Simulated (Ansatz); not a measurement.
Cost and result up the ladder for `[H]/C=C/c1ccc(/C=C/c2ccc(/C=C/c3ccccc3)cc2)cc1` (44 atoms). Total charge 0; singlet. Geometry: PBE-D4/def2-SVP.

Cartesian coordinates in Å:
```
H -0.495 3.959 -9.806
C -0.387 3.805 -8.723
C -0.555 2.581 -8.173
C -0.446 2.218 -6.755
C -0.120 3.146 -5.736
C -0.032 2.747 -4.404
C -0.260 1.402 -4.009
C -0.147 1.047 -2.599
C -0.285 -0.195 -2.051
C -0.169 -0.548 -0.643
C 0.078 0.399 0.388
C 0.184 0.011 1.719
C 0.050 -1.349 2.109
C 0.152 -1.807 3.490
C 0.354 -1.036 4.596
C 0.458 -1.494 5.980
C 0.393 -2.859 6.358
C 0.495 -3.240 7.699
C 0.665 -2.271 8.705
C 0.733 -0.915 8.352
C 0.632 -0.534 7.008
C -0.197 -2.293 1.082
C -0.305 -1.905 -0.254
C -0.589 0.475 -5.030
C -0.678 0.876 -6.362
H -0.142 4.695 -8.120
H -0.804 1.738 -8.843
H 0.069 4.198 -5.994
H 0.226 3.489 -3.631
H 0.083 1.895 -1.931
H -0.500 -1.045 -2.721
H 0.187 1.464 0.136
H 0.378 0.780 2.482
H 0.046 -2.897 3.619
H 0.449 0.056 4.467
H 0.263 -3.635 5.589
H 0.442 -4.306 7.967
H 0.744 -2.576 9.760
H 0.867 -0.147 9.130
H 0.686 0.532 6.735
H -0.306 -3.356 1.350
H -0.498 -2.664 -1.028
H -0.782 -0.578 -4.775
H -0.936 0.134 -7.135
```

Ansatz on 2 threads of AMD EPYC 7R13 on a shared host and a share (18 GiB) of an NVIDIA H100 80GB HBM3. Times are rough, and most runs start from the orbitals of an earlier one. ωB97M-V/def2-TZVP serves as the yardstick here, not as an exact answer. Differences are given only for rows in sets of like size (and for xTB, whose basis is part of the method), since another set adds its own error. Binding counts from free atoms at the same level (H doublet, C triplet; other spins of the atoms weren't run), without zero-point energy or a counterpoise term.

Correlated methods freeze 24 core orbitals. The rows differ in basis, and correlated rows in double-zeta sets carry the largest basis error. Single mean-field runs in def2-SVP, def2-TZVP are fitted with def2-universal-jkfit.

Correlated methods converge slowly with the basis, most of all in double-zeta sets.

| level | functions | wall time | binding energy per atom (eV) | difference from ωB97M-V/def2-TZVP (eV) | remarks |
| --- | --- | --- | --- | --- | --- |
| PBE0-D4/def2-SVP | 436 | 3.1 s | 5.31 | – | – |
| PBE-D4/def2-SVP | 436 | 3.3 s | 5.42 | – | – |
| CAM-B3LYP-D4/def2-TZVP | 864 | 6 s | 5.15 | 0.01 | – |
| PBE0-D4/def2-TZVP (with forces) | 864 | 6.5 s | 5.23 | 0.10 | – |
| MP2/def2-SVP | 436 | 6.5 s | 5.09 | – | restricted SCF unstable |
| r2SCAN-D4/def2-TZVP | 864 | 7 s | 5.18 | 0.04 | – |
| PBE-D4/def2-TZVP (with forces) | 864 | 8 s | 5.34 | 0.21 | – |
| ωB97M-V/def2-TZVP | 864 | 9.5 s | 5.14 | 0.00 | – |
